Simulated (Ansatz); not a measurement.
Reaction (ligand exchange at the Si–N bond): `BN[SiH2]Cl` + HCl → `Cl[SiH2]Cl` + `BN`

Computed with Ansatz on PBE0-D4/def2-TZVP structures; ΔE is electronic, products minus reactants. CCSD(T)/CBS is the MP2 limit (def2-TZVPP, def2-QZVPP) plus CCSD(T) − MP2 in def2-TZVPP, frozen cores. This one scheme is used for every species. DFT in def2-TZVPP. B3LYP here is the variant with VWN-RPA as its local correlation; programs differ in this. Each species was taken in one conformer, which may not be the lowest.

`BN[SiH2]Cl`:

Z-matrix (Å, degrees):
```
Si
N 1 1.730
Cl 1 2.055 2 111.1
H 1 1.480 2 110.0 3 117.1
H 1 1.475 2 108.1 3 -119.1
B 2 1.403 1 125.7 3 106.7
H 2 1.011 1 117.1 3 -71.9
H 6 1.197 2 118.7 1 0.6
H 6 1.196 2 119.6 1 -179.7
```

HCl:

```xyz
2

Cl   -0.187    0.509    0.340
H     0.187   -0.509   -0.340
```

`Cl[SiH2]Cl`:

```xyz
5

Cl   -0.026    0.975    1.704
Si    0.005   -0.140   -0.004
Cl   -0.044    1.079   -1.639
H    -1.195   -0.999   -0.025
H     1.260   -0.915   -0.035
```

`BN`:

Cartesian coordinates in Å:
```
B 0.043 -0.516 0.445
N -0.044 0.531 -0.458
H 0.634 -1.508 0.129
H -0.476 -0.401 1.518
H -0.524 1.392 -0.259
H 0.368 0.502 -1.375
```

Q: Is it downhill or uphill in electronic energy at CCSD(T)/CBS, and by how much? (Best estimate.)

A: The calculation gave: Downhill: ΔE = -10.7 kcal/mol.

Q: What do these levels give: r2SCAN-D4, PBE0-D4, B3LYP-D4, BHLYP-D4, BLYP, r2SCAN, r2SCAN0, BHLYP, LC-ωPBE, RPA@PBE/def2-TZVPP, CCSD(T)/def2-SVP, SCS-MP2/def2-TZVPP? (Estimate.)

A: Ansatz gave: r2SCAN-D4 -12.3, PBE0-D4 -12.2, B3LYP-D4 -11.3, BHLYP-D4 -11.0, BLYP -12.7, r2SCAN -12.5, r2SCAN0 -12.2, BHLYP -11.7, LC-ωPBE -12.0, RPA@PBE/def2-TZVPP -9.4, CCSD(T)/def2-SVP -10.4, SCS-MP2/def2-TZVPP -10.4 kcal/mol.

Largest T1 diagnostic among the species: 0.012.

From BLYP to BHLYP (50 % exact exchange), in def2-TZVPP and without D4, ΔE moves by +1.0 kcal/mol. The D4 term adds +1.0 kcal/mol with B3LYP and +0.6 kcal/mol with PBE0; it sums over pairs of atoms, weighted by their polarisabilities, and B3LYP, whose exchange is more repulsive, gets the larger term.
